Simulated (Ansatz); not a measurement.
FGeH₃O (`[OH][GeH2][F]`), relaxed with RKS PBE0-D4/def2-TZVP in the Gaussian-basis code of Ansatz from a PBE-D4/def2-SVP geometry. The force threshold is 0.005 eV/Å; the program also tests the step.

Charge 0, multiplicity 1.

Start:

```xyz
6

O     0.679   -0.561   -1.085
Ge   -0.019    0.314    0.303
F    -1.743    0.529    0.008
H     0.363   -1.482   -1.128
H     0.070   -0.503    1.618
H     0.650    1.702    0.285
```

| step | energy (eV) | largest force (eV/Å) | largest move (Å) |
| --- | --- | --- | --- |
| 1 | -61322.8249 | 0.664 | 0.000 |
| 2 | -61322.8471 | 0.281 | 0.025 |
| 3 | -61322.8506 | 0.049 | 0.010 |
| 4 | -61322.8509 | 0.026 | 0.004 |
| 5 | -61322.8511 | 0.020 | 0.005 |
| 6 | -61322.8511 | 0.001 | 0.004 |

End:

```xyz
6

O     0.667   -0.565   -1.064
Ge   -0.012    0.313    0.302
F    -1.713    0.519    0.003
H     0.353   -1.470   -1.133
H     0.070   -0.493    1.605
H     0.635    1.695    0.288
```

Hardware: 2 threads of an AMD EPYC 7R13 on a shared host. Wall time 11 s, peak host memory 0.29 GiB.
